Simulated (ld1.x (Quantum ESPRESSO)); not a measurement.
C: one change to an RRKJ potential, before and after

carbon (C), norm-conserving RRKJ (Kleinman–Bylander form), made with ld1.x (Quantum ESPRESSO) 7.5 (revPBE, scalar-relativistic). Core [He], reference 2s2 2p2. Waves: 2s (bound): rc 1.15 bohr; 2p (bound): rc 3.25 bohr. Local part: the p channel. Core correction: Bessel-smoothed model core, default radius (core density twice the valence density).

All-electron outer shells of the reference configuration (revPBE, scalar-relativistic, ld1.x):

```csv
shell,level (eV),outermost node (bohr),outermost maximum (bohr)
1s,-273.63,–,0.17
2s,-13.78,0.38,1.22
2p,-5.24,–,1.22
```

Change: all radii but the core radius scaled by about 1.23 (s 1.42, p 4.00 bohr).

Cutoffs: the cutoffs (Ry, on a coarse ladder) from which the occupation-weighted sum of valence levels, in a spherical-Bessel basis at the reference potential, stays within 10 and 1 mRy of its value at 400 Ry; they do not see the model core or the augmentation charge, which bear on the density cutoff. Errors are all-electron minus pseudo energies relative to the spin-unpolarised reference configuration.

Q: Predict the effect on cutoff, ghosts and configuration errors.

A: The potential gets softer (50 Ry and 70 Ry → 40 Ry and 50 Ry); of the 7 tests that both files solve, the error grows in 7 and shrinks in 0 by more than 15 % and 0.3 meV (median size 151.4 → 337.3 meV); neither file shows a bound ghost at the reference potential, the only one tested. A larger radius leaves more room for a smooth pseudo-wave, so fewer plane waves are needed. More of the atom is replaced by a form fitted at one configuration, so other configurations suffer.

```csv
quantity,base,changed
"cutoff, loose",50 Ry,40 Ry
"cutoff, tight",70 Ry,50 Ry
loose cutoff by channel (10 mRy a level),"s 45 Ry, p 12 Ry","s 35 Ry, p 10 Ry"
bound ghosts,none,none
"error for 2s2 2p1, meV [ΔE 10.81 eV]",+151,+340
"error for 2s2 2p0, meV [ΔE 34.89 eV]",+1420,+2558
"error for 2s1 2p0, meV [ΔE 83.10 eV]",+2757,+4770
"error for 2s2 2p2.3, meV [ΔE -1.14 eV]",-1.1,+2.6
"error for 2s2 2p1.5, meV [ΔE 3.94 eV]",+18,+51
"error for 2s1 2p2, meV [ΔE 19.65 eV]",-233,-337
"error for 2s1 2p3, meV [ΔE 8.55 eV]",-52,-113
```

Changed file: These tests converged, but a pseudo level misses the all-electron one widely, so the file describes the atom poorly there or has found another state: 2s2 2p0: empty 2p by 3.8 eV; 2s1 2p0: empty 2p by 6.4 eV.
